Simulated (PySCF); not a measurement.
3-pyridine carbaldehyde, C₆H₅NO.
SMILES: `O=CC1=CC=CN=C1`

Torsions of this conformer, `[O:1]=[CH:2][c:3]1[cH:4][cH:5][cH:6][n:7][cH:8]1`: O1–C2–C3–C4 0°.

The closed-shell ground state was solved at several levels (PySCF, density fitting, gas phase, non-relativistic). One conformer (not necessarily the lowest) at the PBE0-D3(BJ)/def2-TZVP geometry, without solvent, vibrations or thermal averaging.

```tsv
level	basis functions	HOMO (eV)	LUMO (eV)	gap (eV)	dipole (D)
KT3/pcSseg-2	358	-6.21	-3.10	3.11	1.78
wB97X-D/pcSseg-2	358	-9.55	-0.50	9.05	1.70
PBE0/pcSseg-2	358	-7.64	-2.26	5.38	1.76
```

**Question.** What might B97-2/pcSseg-2 (358 basis functions) give for the same quantities?

**Answer.** HOMO -7.35 eV, LUMO -2.30 eV, gap 5.05 eV, dipole 1.77 D.

**Question.** Over all these levels, which gives the widest orbital gap and which the narrowest?

**Answer.** wB97X-D/pcSseg-2 (range-separated hybrid) has the widest, 9.05 eV, and KT3/pcSseg-2 (GGA) the narrowest, 3.11 eV. From the narrowest to the widest the HOMO moves by -3.34 eV and the LUMO by +2.60 eV.

**Question.** In the pcSseg-2 basis, how does the gap go with the fixed share of exact exchange?

**Answer.** KT3 (0 %) 3.11 eV; B97-2 (21 %) 5.05 eV; PBE0 (25 %) 5.38 eV. Each rise in the share widens the gap here.

**Question.** How far do the dipole and the HOMO energy spread over the levels?

**Answer.** The dipole runs from 1.70 to 1.78 D (mean 1.75 D) and the HOMO from -9.55 to -6.21 eV.
